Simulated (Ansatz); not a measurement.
`[CH3][Ga-]([CH3])([SH2+])[Cl]` at its PBE0-D4/def2-TZVP geometry, where that method's forces vanish. Charge 0, multiplicity 1.

| atom | x (Å) | y (Å) | z (Å) |
| --- | --- | --- | --- |
| C1 | -0.7251 | -0.4588 | -1.7255 |
| Ga2 | -0.0056 | 0.6440 | -0.2626 |
| C3 | 1.7472 | 0.5310 | 0.6257 |
| S4 | -1.4827 | -0.3938 | 1.7303 |
| Cl5 | -0.9129 | 2.6411 | -0.1501 |
| H6 | -0.4740 | -1.5148 | -1.6012 |
| H7 | -1.8094 | -0.3540 | -1.7922 |
| H8 | -0.3026 | -0.1240 | -2.6762 |
| H9 | 2.5058 | 1.0033 | -0.0033 |
| H10 | 2.0513 | -0.5045 | 0.7964 |
| H11 | 1.7332 | 1.0619 | 1.5793 |
| H12 | -1.8453 | -1.5232 | 1.0993 |
| H13 | -0.4799 | -1.0082 | 2.3802 |

(1) For each bond, give half the difference of the two atoms' forces along it (eV/Å; positive pushes the atoms apart) under PBE-D4, r2SCAN-D4, B3LYP-D4, ωB97M-V in def2-TZVPP. (Estimate.)

Results:

(1) Computed: 
| bond | length (Å) | PBE-D4 | r2SCAN-D4 | B3LYP-D4 | ωB97M-V |
| --- | --- | --- | --- | --- | --- |
| C1–Ga2 | 1.968 | -0.02 | -0.01 | 0.08 | -0.02 |
| C1–H6 | 1.093 | 0.10 | 0.00 | -0.06 | -0.04 |
| C1–H7 | 1.091 | 0.10 | 0.00 | -0.07 | -0.03 |
| C1–H8 | 1.093 | 0.11 | -0.01 | -0.07 | -0.04 |
| Ga2–C3 | 1.968 | -0.02 | -0.01 | 0.08 | -0.02 |
| Ga2–S4 | 2.689 | 0.00 | -0.02 | 0.08 | 0.08 |
| Ga2–Cl5 | 2.196 | 0.17 | 0.02 | 0.17 | 0.03 |
| C3–H9 | 1.093 | 0.11 | -0.01 | -0.07 | -0.04 |
| C3–H10 | 1.093 | 0.10 | 0.00 | -0.06 | -0.04 |
| C3–H11 | 1.091 | 0.10 | 0.00 | -0.07 | -0.03 |
| S4–H12 | 1.344 | 0.27 | 0.02 | -0.02 | -0.09 |
| S4–H13 | 1.344 | 0.27 | 0.02 | -0.02 | -0.09 |

B3LYP here is the variant with VWN-RPA as its local correlation; programs differ in this.
